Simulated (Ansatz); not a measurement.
Spectroscopic constants of NiB, multiplicity 2 (lowest of 2S+1 = 2, 4 at PBE0/def2-TZVPP; our sources give no spin for the ground state, which may be another). No spin–orbit coupling. Ni is treated without relativity.

Constants: fifth-degree fit in 1/R to seven points, most abundant isotopes. Runs in def2 and cc sets follow the lowest solution found near the PBE0 minimum.

The values were computed with Ansatz (Gaussian orbitals). Each number belongs to the level named beside it.

Energies at B97M-V/def2-TZVPP:

```csv
R (Å),E (hartree)
1.552522,-1532.73170776
1.594257,-1532.73661923
1.632653,-1532.73931471
1.676056,-1532.74061317
1.719460,-1532.74038574
1.769542,-1532.73861264
1.827970,-1532.73498793
```

Q: With a reduced mass of 9.2513 u, find the minimum, the force constant and the constants.

A: A fifth-degree polynomial in 1/R puts the minimum at r_e = 1.6903 Å with force constant 329 N/m. Then ω_e = (1/2πc)√(k/μ) = 776 cm⁻¹ and B_e = h/(8π²cμr_e²) = 0.6378 cm⁻¹; the cubic and quartic terms give α_e = 0.0056 and ω_e x_e = 5.3 cm⁻¹.

Ansatz is a first-principles code.
